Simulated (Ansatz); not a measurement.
Geometry optimisation, Ansatz 0.2.0, RKS PBE-D4/def2-SVP.

Input:

```yaml
crystal:
  periodic: [false, false, false]
  atoms:
    - { symbol: O, position_ang: [0.5399, 1.2588, -0.8568] }
    - { symbol: B, position_ang: [0.0223, 0.4771, 0.2425] }
    - { symbol: O, position_ang: [0.3574, 0.8294, 1.5998] }
    - { symbol: Sb, position_ang: [-1.1645, -1.3084, -0.1561] }
    - { symbol: H, position_ang: [-0.2179, 1.9745, -1.009] }
    - { symbol: H, position_ang: [1.2379, 0.3586, 1.7755] }
    - { symbol: H, position_ang: [-2.59185, -0.3884, -0.54931] }
    - { symbol: H, position_ang: [-1.59269, -1.51358, 1.5062] }
basis:
  gaussian: { orbitals: def2-SVP }
hamiltonian:
  xc: pbe
  dispersion: d4
relax:
  f_tol: 0.015
  max_steps: 40
```

Run as:

```bash
$ ansatz run input.yaml --threads 1 --pin off --max-ram 2048MiB --backend cpu --events-out ev --progress --plain --runs-dir out
```

Question: Where does it end, and by what steps?

Answer: The run converged. The force dipped under the threshold on the way, but the program's further checks kept it going. After 16 steps the energy has fallen by 1.247 eV; H5 moved furthest, 0.91 Å.

```json
{"step": "0", "energy less start (eV)": "0.0000", "largest force component (eV/Å)": "2.886", "accepted": "yes"}
{"step": "1", "energy less start (eV)": "-0.3341", "largest force component (eV/Å)": "1.578", "accepted": "yes"}
{"step": "2", "energy less start (eV)": "-0.4765", "largest force component (eV/Å)": "1.795", "accepted": "yes"}
{"step": "3", "energy less start (eV)": "-0.6361", "largest force component (eV/Å)": "2.716", "accepted": "yes"}
{"step": "4", "energy less start (eV)": "-0.8859", "largest force component (eV/Å)": "1.115", "accepted": "yes"}
{"step": "5", "energy less start (eV)": "-1.0112", "largest force component (eV/Å)": "0.495", "accepted": "yes"}
{"step": "6", "energy less start (eV)": "-1.0630", "largest force component (eV/Å)": "2.120", "accepted": "yes"}
{"step": "7", "energy less start (eV)": "-1.2030", "largest force component (eV/Å)": "0.671", "accepted": "yes"}
{"step": "8", "energy less start (eV)": "-1.2202", "largest force component (eV/Å)": "0.444", "accepted": "yes"}
{"step": "9", "energy less start (eV)": "-1.2217", "largest force component (eV/Å)": "0.240", "accepted": "yes"}
{"step": "10", "energy less start (eV)": "-1.2456", "largest force component (eV/Å)": "0.074", "accepted": "yes"}
{"step": "11", "energy less start (eV)": "-1.2466", "largest force component (eV/Å)": "0.050", "accepted": "yes"}
{"step": "12", "energy less start (eV)": "-1.2388", "largest force component (eV/Å)": "0.300", "accepted": "no"}
{"step": "13", "energy less start (eV)": "-1.2469", "largest force component (eV/Å)": "0.012", "accepted": "yes"}
{"step": "14", "energy less start (eV)": "-1.2471", "largest force component (eV/Å)": "0.019", "accepted": "yes"}
{"step": "15", "energy less start (eV)": "-1.2470", "largest force component (eV/Å)": "0.021", "accepted": "no"}
{"step": "16", "energy less start (eV)": "-1.2472", "largest force component (eV/Å)": "0.001", "accepted": "yes"}
```

```xyz
8
Properties=species:S:1:pos:R:3
O -0.010 1.288 -0.746
B -0.045 0.355 0.254
O 0.667 0.415 1.422
Sb -1.284 -1.526 -0.117
H 0.577 2.049 -0.567
H 1.226 1.213 1.511
H -2.627 -0.600 -0.700
H -1.913 -1.506 1.496
```

Run time: 49 s on 1 thread of Arm Neoverse V1, on a shared host, peak memory 0.12 GiB.
